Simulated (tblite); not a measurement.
C3H12OSi2.
Bonds: O1–C2, C2–C3, C3–C4, C4–Si5, C4–Si6. Hydrogens: H7 on O1; H8, H9 on C2; H10, H11 on C3; H12 on C4; H13, H14, H15 on Si5; H16, H17, H18 on Si6.

Computed with GFN2-xTB (tblite), gas phase: L-BFGS steps from a force-field or distance-geometry start until the largest atomic force falls under 0.01 eV/Å.

Step 11: E = -545.4571 eV
```
atom  x, y, z in Å  |  force x, y, z in eV/Å
O1      1.1824    1.2922    1.4769   -0.022  -0.025   0.024
C2      1.8110    0.9262    0.2693   -0.199  -0.086  -0.041
C3      1.0460   -0.2628   -0.3131   -0.179   0.084   0.001
C4     -0.4292   -0.0071   -0.6349   -0.119   0.011   0.119
Si5    -1.4536    0.6279    0.8592    0.060  -0.011  -0.085
Si6    -1.2049   -1.6681   -1.1792    0.100  -0.048  -0.124
H7      1.7491    1.8458    2.0242    0.008   0.015  -0.167
H8      1.8416    1.7650   -0.4498   -0.146  -0.055   0.171
H9      2.8404    0.6001    0.4471    0.164   0.049   0.075
H10     1.1063   -1.0775    0.4162    0.044   0.075  -0.084
H11     1.5662   -0.5665   -1.2214    0.091  -0.128  -0.060
H12    -0.5010    0.7255   -1.4488    0.064  -0.085   0.100
H13    -1.2872    2.0112    1.2823    0.106   0.066  -0.038
H14    -2.8642    0.5529    0.4368   -0.012  -0.047  -0.027
H15    -1.2653   -0.3297    1.9451    0.037   0.065   0.092
H16    -1.2610   -2.5422   -0.0079   -0.046  -0.063   0.043
H17    -0.3416   -2.3550   -2.1556   -0.029   0.104  -0.023
H18    -2.5438   -1.5314   -1.7580    0.078   0.080   0.026
```

Step 12: E = -545.4662 eV
```
atom  x, y, z in Å  |  force x, y, z in eV/Å
O1      1.1835    1.2781    1.4801   -0.017   0.010   0.079
C2      1.8075    0.9232    0.2685   -0.120  -0.050  -0.002
C3      1.0446   -0.2665   -0.3106   -0.097   0.048  -0.025
C4     -0.4326   -0.0128   -0.6274   -0.016   0.026   0.084
Si5    -1.4516    0.6334    0.8640    0.107  -0.014  -0.125
Si6    -1.2051   -1.6704   -1.1815    0.114  -0.010  -0.126
H7      1.7455    1.8503    2.0131   -0.019   0.021  -0.140
H8      1.8361    1.7683   -0.4415   -0.194  -0.043   0.112
H9      2.8439    0.6122    0.4421    0.118  -0.009   0.065
H10     1.1165   -1.0810    0.4171    0.004   0.067  -0.054
H11     1.5691   -0.5707   -1.2169    0.045  -0.116  -0.087
H12    -0.4971    0.7197   -1.4415    0.028  -0.073   0.084
H13    -1.2934    2.0173    1.2805    0.130   0.121  -0.032
H14    -2.8555    0.5562    0.4382   -0.108  -0.058  -0.050
H15    -1.2625   -0.3090    1.9562    0.048  -0.003   0.154
H16    -1.2702   -2.5537   -0.0235   -0.034  -0.107   0.123
H17    -0.3496   -2.3491   -2.1651    0.028   0.080  -0.052
H18    -2.5378   -1.5391   -1.7633   -0.019   0.110  -0.006
```

Step 13: E = -545.4742 eV
```
atom  x, y, z in Å  |  force x, y, z in eV/Å
O1      1.1841    1.2653    1.4843   -0.009   0.009   0.097
C2      1.8037    0.9193    0.2683   -0.008  -0.006   0.047
C3      1.0423   -0.2694   -0.3096    0.036  -0.016  -0.043
C4     -0.4360   -0.0180   -0.6194    0.089   0.006   0.015
Si5    -1.4482    0.6386    0.8669    0.088  -0.003  -0.075
Si6    -1.2039   -1.6730   -1.1854    0.074   0.001  -0.050
H7      1.7417    1.8554    2.0013   -0.035   0.039  -0.097
H8      1.8268    1.7703   -0.4318   -0.218  -0.017   0.044
H9      2.8490    0.6230    0.4382    0.007  -0.046   0.040
H10     1.1260   -1.0823    0.4169   -0.036   0.028  -0.012
H11     1.5724   -0.5766   -1.2140   -0.023  -0.078  -0.079
H12    -0.4927    0.7131   -1.4334   -0.017  -0.034   0.040
H13    -1.2970    2.0253    1.2782    0.143   0.125  -0.044
H14    -2.8494    0.5583    0.4385   -0.141  -0.062  -0.055
H15    -1.2590   -0.2899    1.9694    0.050  -0.024   0.161
H16    -1.2793   -2.5664   -0.0360   -0.016  -0.103   0.129
H17    -0.3561   -2.3424   -2.1753    0.093   0.047  -0.093
H18    -2.5332   -1.5443   -1.7687   -0.079   0.132  -0.027
```

**Question.** Estimate the geometry and energy of step 14. (The exact step hangs on the optimiser's Hessian estimate; all steps are aligned on step 13, rigid shifts and turns removed.)

**Answer.** E = -545.4815 eV, largest force 0.215 eV/Å
```
atom  x, y, z in Å  |  force x, y, z in eV/Å
O1      1.1843    1.2541    1.4893    0.004  -0.016   0.085
C2      1.8002    0.9155    0.2693    0.078   0.026   0.076
C3      1.0411   -0.2722   -0.3097    0.152  -0.070  -0.042
C4     -0.4375   -0.0227   -0.6123    0.152  -0.031  -0.048
Si5    -1.4440    0.6432    0.8686    0.022   0.007   0.020
Si6    -1.2016   -1.6756   -1.1895    0.003  -0.014   0.042
H7      1.7380    1.8608    1.9891   -0.042   0.068  -0.040
H8      1.8141    1.7716   -0.4223   -0.214   0.009  -0.014
H9      2.8534    0.6316    0.4357   -0.100  -0.062   0.013
H10     1.1336   -1.0827    0.4163   -0.063  -0.023   0.031
H11     1.5749   -0.5833   -1.2129   -0.076  -0.033  -0.058
H12    -0.4891    0.7068   -1.4256   -0.051   0.014  -0.014
H13    -1.2971    2.0345    1.2751    0.143   0.086  -0.067
H14    -2.8466    0.5588    0.4377   -0.105  -0.058  -0.040
H15    -1.2550   -0.2734    1.9838    0.043  -0.005   0.119
H16    -1.2874   -2.5791   -0.0447    0.005  -0.063   0.083
H17    -0.3598   -2.3356   -2.1860    0.138   0.022  -0.116
H18    -2.5303   -1.5460   -1.7736   -0.089   0.143  -0.028
```

The energy changes by -0.0072 eV. The first-order estimate −F·Δx gives -0.0098 eV and the mean of the old and new forces, exact on a quadratic surface, -0.0072 eV. The step makes an angle of 67° with the force vector and moves no atom by more than 0.022 Å.

The cost below is that of the whole relaxation. The run took 1.4 s of wall time on one thread of an Intel Xeon at 2.50 GHz, shared host with 64 logical CPUs at a one-minute load of 63.
